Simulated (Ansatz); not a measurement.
A run for Ansatz (a program for electronic structure): U-PBE/def2-TZVPP on H2O2Ru (SMILES [OH][Ru][OH]), 2S+1 = 5, a spin state set in the input, which need not be the lowest. Elements past Kr take the def2 small-core potentials; no spin–orbit coupling.

Ansatz 0.2 input:
```yaml
crystal:
  periodic: [false, false, false]
  atoms:
    - {symbol: Ru, position_ang: [-0.10839677, -0.14346219, -0.14496188]}
    - {symbol: O, position_ang: [1.36274423, -0.05105594, -1.35995317]}
    - {symbol: H, position_ang: [1.86019189, 0.73495542, -1.60233478]}
    - {symbol: O, position_ang: [-1.59807407, -0.26486985, 1.04462529]}
    - {symbol: H, position_ang: [-1.57023643, -0.24582089, 2.00531031]}
basis:
  gaussian:
    orbitals: def2-TZVPP
hamiltonian:
  xc: {name: PBE}
magnetization: {spin_polarized: true, initial_magnetization: 4}
```

The head of its log:

```
WARN ansatz: RAYON_NUM_THREADS=1 ignored (pool sized by the plan → 1); use --threads N
Functional definition: PBE
integrals: 0.04 GiB planned
749 factors; their error is unknown
mean field: 0.50 GiB planned
mean field evaluation 1: about -6694.9905 eV, gradient 6.1e1 eV
mean field evaluation 2: about -6537.7287 eV, gradient 1.7e2 eV
```

**Question.** Give the final energy of this run.

**Answer.** -246.4820 hartree.
